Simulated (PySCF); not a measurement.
HI₂InO, SMILES [OH][In]([I])[I].

Coordinates come from a PBE-D3(BJ)/def2-SVP optimisation. The structure was generated by enumeration; whether it is a known compound was not checked. The def2 effective core potentials stand for the cores of I, In; spin–orbit coupling is left out. The values are those of a single conformer.

These are PySCF 2.14.0 with PBE-D3(BJ)/def2-SVP values and carry that method's errors.

Frequencies are harmonic and unscaled.

Question: List the normal modes with their intensities. (The exact figures need the calculation; the answer reports its results.)

Answer: 
| mode | ν (cm⁻¹) | IR (km/mol) | Raman (Å⁴/amu) | depolarisation | moving atoms (share of kinetic energy) |
|---|---|---|---|---|---|
| 1 | 46 | 0.9 | 3.6 | 0.68 | I 66 %, In 29 % |
| 2 | 86 | 4.7 | 0.1 | 0.75 | In 46 %, O 43 % |
| 3 | 101 | 13.0 | 3.0 | 0.74 | O 78 %, H 9 %, I 9 % |
| 4 | 167 | 3.9 | 17.2 | 0.14 | I 68 %, In 28 % |
| 5 | 223 | 42.4 | 2.6 | 0.73 | In 63 %, I 37 % |
| 6 | 278 | 87.4 | 1.1 | 0.75 | H 93 % |
| 7 | 577 | 54.2 | 24.6 | 0.19 | O 85 %, In 13 % |
| 8 | 822 | 96.6 | 1.7 | 0.55 | H 93 % |
| 9 | 3687 | 67.9 | 171.8 | 0.28 | H 94 % |
